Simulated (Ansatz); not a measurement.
Cost and result up the ladder for the cluster Sn₃O₄ (the lowest singlet isomer of a short search) (7 atoms). The state is a singlet with charge 0. Geometry: r2SCAN-D4/def2-SVP.

```xyz
7

Sn    0.060   -2.381    0.553
Sn    1.505    1.088    0.960
Sn   -1.544    0.480   -1.325
O    -0.511    1.648    0.242
O    -1.172   -1.355   -0.642
O     1.228   -0.875    1.161
O     0.434    1.394   -0.950
```

Ansatz on 4 threads of Arm Neoverse V2 on a shared host. Times are rough, and most runs start from the orbitals of an earlier one. No level here is sound enough to serve as a yardstick. Binding counts from free atoms at the same level (Sn triplet, O triplet; other spins of the atoms weren't run), without zero-point energy or a counterpoise term.

In the def2 sets Sn takes a core potential; there is no spin–orbit coupling. B3LYP takes the VWN-RPA correlation. HSE06 is defined as in plane-wave codes, on full-range PBE exchange. Correlated methods freeze 16 core orbitals; core or outer-core shells of Sn are correlated, in sets that lack core-valence functions. The rows differ in basis, and correlated rows in double-zeta sets carry the largest basis error. The structure holds one bond between oxygen atoms, so isomers without such links may lie far lower. The structure comes from a short search, and lower isomers may exist.

Run but left out: HF/STO-3G (restricted singlet, unstable in another Hartree–Fock run and untested here).

Correlated methods converge slowly with the basis, most of all in double-zeta sets.

```tsv
level	functions	binding energy per atom (eV)	remarks
MP2/def2-TZVP	274	3.68	restricted SCF unstable
r2SCAN-D4/def2-TZVP	274	3.62	restricted SCF unstable in HF
HSE06-D4/def2-TZVP	274	3.49	restricted SCF unstable in HF
PBE0-D4/def2-TZVP	274	3.49	restricted SCF unstable in HF
PBE-D4/def2-SVP	134	3.79	restricted SCF unstable in HF
B3LYP-D4/def2-TZVP	274	3.57	restricted SCF unstable in HF
BLYP-D4/def2-TZVP	274	3.77	restricted SCF unstable in HF
CCSD(T)/def2-SVP	134	3.12	restricted SCF unstable
PBE0-D4/def2-SVP	134	3.42	restricted SCF unstable in HF
PBE-D4/def2-TZVP (with forces)	274	3.84	restricted SCF unstable in HF
```

Q: Estimate how long each takes.

A: PBE-D4/def2-SVP 1.5 s; PBE0-D4/def2-SVP 2.2 s; BLYP-D4/def2-TZVP 3.6 s; PBE-D4/def2-TZVP (with forces) 4.1 s; B3LYP-D4/def2-TZVP 6 s; HSE06-D4/def2-TZVP 6.5 s; r2SCAN-D4/def2-TZVP 7 s; PBE0-D4/def2-TZVP 8 s; MP2/def2-TZVP 9 s; CCSD(T)/def2-SVP 43 s. On shared hardware such times vary by a factor of up to 3.
